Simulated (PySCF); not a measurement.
Zn(NH2)(SH) (H₃NSZn), SMILES [NH2][Zn][SH].

Geometry: B3LYP-D3(BJ)/def2-TZVP. The values are those of a single conformer.

Calculation: C-PCM-ωB97X/def2-SVP (PySCF).

The values are the electrostatic part of the solvation free energy, E(continuum) − E(gas) at the gas-phase geometry, in a cavity of scaled van der Waals radii (PySCF's table); cavitation and dispersion terms are not included. A continuum can't describe solvent molecules that bind to the metal. In vacuum the orbital gap is 10.63 eV. The dipole moment in vacuum is 2.59 D.

Computed values in water (ε = 78.36), cyclohexanone (ε = 15.62), 1-octanol (ε = 9.86):
| solvent | ε | ΔG(elec) (kcal/mol) | dipole (D) | gap (eV) |
|---|---|---|---|---|
| water | 78.36 | -15.6 | 3.40 | 10.95 |
| cyclohexanone | 15.62 | -14.6 | 3.35 | 10.94 |
| 1-octanol | 9.86 | -13.9 | 3.31 | 10.92 |
